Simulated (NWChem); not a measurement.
Molecule: SiIBr, singlet; SMILES Br[Si]I

Program: NWChem. Low-valent species are run as closed-shell singlets; no triplet was tried in these runs. Structure relaxed at the PBE-D3(BJ)/def2-SVP level. def2 effective core potentials on I; no spin-orbit coupling. Vertical excitations in the gas phase.

**Question.** What does the run give for BHandHLYP/def2-SVP, TDA? Quantities: lowest excitation, singlet (eV); oscillator strength of that lowest state; lowest state with f > 0.02, singlet (eV); oscillator strength of that bright state; orbital gap (eV).

**Answer.** 
| Property | Value |
|---|---|
| lowest excitation, singlet (eV) | 3.17 |
| oscillator strength of that lowest state | 0.019 |
| lowest state with f > 0.02, singlet (eV) | 4.38 |
| oscillator strength of that bright state | 0.039 |
| orbital gap (eV) | 5.79 |
